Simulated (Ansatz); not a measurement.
Kohn–Sham single points on Cl2FH3O2Si2 (`O[Si@@H](Cl)O[Si@H](F)Cl`).

```yaml
crystal:
  periodic: [false, false, false]
  atoms:
    - {symbol: O, position_ang: [1.346024, -1.071157, -1.299625]}
    - {symbol: Si, position_ang: [0.943543, -1.051621, 0.269760]}
    - {symbol: Cl, position_ang: [2.302863, 0.032945, 1.349810]}
    - {symbol: O, position_ang: [-0.518950, -0.371549, 0.526564]}
    - {symbol: Si, position_ang: [-1.443500, 0.913511, 0.230649]}
    - {symbol: F, position_ang: [-2.780524, 0.429677, -0.459067]}
    - {symbol: Cl, position_ang: [-0.490766, 2.162551, -1.071849]}
    - {symbol: H, position_ang: [1.511808, -0.241351, -1.751964]}
    - {symbol: H, position_ang: [0.909501, -2.437189, 0.743872]}
    - {symbol: H, position_ang: [-1.780019, 1.634183, 1.461870]}
basis:
  gaussian: {orbitals: def2-TZVPP}
hamiltonian: {xc: r2scan, dispersion: d4}
output: {forces: true, orbitals: {seedname: orbitals}}
```

```sh
$ ansatz run in.yaml --threads 2 --pin off --events-out ev --progress --plain --max-ram 31744MiB --backend cuda --devices 0, --max-vram 18GiB
```

Output, abridged:

```
Functional definition: r2SCAN
1799 factors; their error is unknown
mean field evaluation 1: about -47657.1535 eV, gradient 8.5e1 eV
mean field evaluation 2: about -47624.2990 eV, gradient 1.6e2 eV
mean field evaluation 4: about -47667.9580 eV, gradient 8.1e0 eV
mean field evaluation 8: about -47668.0604 eV, gradient 3.1e-1 eV
mean field evaluation 16: about -47668.0123 eV, gradient 5.9e-4 eV
mean field -47668.01230694 eV, -1751.7671417410 hartree, gradient 2.0e-5 eV, S^2 0.000000; 0 other end points of the search recorded, 0 dependent functions left out
reference -47668.01231938 eV, -1751.7671421981 hartree; 45, 45 occupied and 258, 258 virtual orbitals, 1799 factors
Total energy: -47668.10028722 eV, -1751.7703749566 hartree
Atom 0 at     1.346024    -1.071157    -1.299625 Å, force     0.004970    -0.034451    -0.057977 eV/Å
Atom 1 at     0.943543    -1.051621     0.269760 Å, force    -0.014176    -0.040175     0.036208 eV/Å
Atom 2 at     2.302863     0.032945     1.349810 Å, force     0.054026     0.030600     0.046344 eV/Å
Atom 3 at    -0.518950    -0.371549     0.526564 Å, force    -0.040505    -0.046150     0.027366 eV/Å
Atom 4 at    -1.443500     0.913511     0.230649 Å, force    -0.000556     0.035066     0.075537 eV/Å
Atom 5 at    -2.780524     0.429677    -0.459067 Å, force    -0.046927    -0.016927    -0.018299 eV/Å
Atom 6 at    -0.490766     2.162551    -1.071849 Å, force     0.028193     0.043330    -0.043320 eV/Å
Atom 7 at     1.511808    -0.241351    -1.751964 Å, force     0.006652     0.014400    -0.009767 eV/Å
Atom 8 at     0.909501    -2.437189     0.743872 Å, force     0.000094     0.035955    -0.023749 eV/Å
Atom 9 at    -1.780019     1.634183     1.461870 Å, force     0.008230    -0.021647    -0.032342 eV/Å
Dipole moment:     0.035158     0.099889     0.029416 e Å
```

It took 2.7 s on 2 threads of an AMD EPYC 7R13 on a shared host and a share of an NVIDIA H100 80 GB, with 0.87 GiB of host memory at the peak.

With the line `hamiltonian: {xc: {name: B3LYP}, dispersion: d4}` (abridged; 3.3 s):

```
Functional definition: B3LYP
mean field evaluation 16: about -47675.7607 eV, gradient 1.6e-4 eV
mean field -47675.76074881 eV, -1752.0518917274 hartree, gradient 4.4e-5 eV, S^2 0.000000
Total energy: -47676.33540843 eV, -1752.0730100788 hartree
Atom 0 force     0.026059     0.027824    -0.133212 eV/Å
Atom 1 force    -0.032017    -0.333244     0.104736 eV/Å
Atom 2 force     0.151606     0.117028     0.123349 eV/Å
Atom 3 force    -0.023389    -0.029692     0.024049 eV/Å
Atom 4 force    -0.074623     0.110471     0.285421 eV/Å
Atom 5 force    -0.191522    -0.066180    -0.088478 eV/Å
Atom 6 force     0.108847     0.137487    -0.139874 eV/Å
Atom 7 force     0.013518    -0.003747    -0.059155 eV/Å
Atom 8 force     0.001440     0.090115    -0.037807 eV/Å
Atom 9 force     0.020080    -0.050062    -0.079028 eV/Å
Dipole moment:     0.041227     0.108189     0.045516 e Å
```

With the line `hamiltonian: {xc: {name: wB97X-V}}` and no forces (abridged; 3.2 s):

```
Functional definition: wB97X-V
mean field evaluation 16: about -47665.5232 eV, gradient 1.3e-4 eV
mean field -47665.52320155 eV, -1751.6756688049 hartree, gradient 3.6e-5 eV, S^2 0.000000
Total energy: -47665.52319942 eV, -1751.6756687267 hartree
```

B3LYP takes the VWN-RPA correlation (the form of Gaussian; ORCA's B3LYP/G).
